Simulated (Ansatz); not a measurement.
Start from `C[Se][Se][SiH3]` and change one atom or group to get `C[SiH2][Se][Se]C`.

Ansatz, PBE0-D4/def2-TZVP geometries, multiplicity 1. Each molecule was computed in one conformer, which needn't be the lowest.

Scalar relativity is left out up to krypton.

```
                                                                                  property  `C[Se][Se][SiH3]`
                                                     HOMO–LUMO gap (B3LYP/def2-TZVPP) / eV               4.62
                                        size of the dipole moment (ωB97M-V/def2-TZVPP) / D               1.57
                                                   HOMO–LUMO gap (ωB97M-V/def2-TZVPP) / eV               9.12
                                                       HOMO energy (B3LYP/def2-TZVPP) / eV              -6.34
ideal-gas entropy at 298 K and 1 bar (rigid rotor, harmonic PBE0-D4/def2-TZVP) / J/(mol·K)                379
                                                         HOMO energy (PBE/def2-TZVPP) / eV              -5.45
```

Q: What does the change do to each property? (An estimate is asked.)

A: The calculation gave: 
```
                                                                                  property  `C[SiH2][Se][Se]C`  shift
                                                     HOMO–LUMO gap (B3LYP/def2-TZVPP) / eV                4.64   0.02
                                        size of the dipole moment (ωB97M-V/def2-TZVPP) / D                1.54  -0.03
                                                   HOMO–LUMO gap (ωB97M-V/def2-TZVPP) / eV                9.12   0.00
                                                       HOMO energy (B3LYP/def2-TZVPP) / eV               -6.23   0.11
ideal-gas entropy at 298 K and 1 bar (rigid rotor, harmonic PBE0-D4/def2-TZVP) / J/(mol·K)                 416     37
                                                         HOMO energy (PBE/def2-TZVPP) / eV               -5.34   0.11
```

The zero-point energy changes by 76.2 kJ/mol with +9 modes. Dipoles are sizes alone; their direction can turn. Modes under 60 cm⁻¹, often nearly free rotors, make the harmonic entropy too high.

B3LYP here is the variant with VWN-RPA as its local correlation; programs differ in this.

Spin–orbit coupling is left out; it splits and shifts lone-pair levels of the heavy atoms by tenths of an eV.
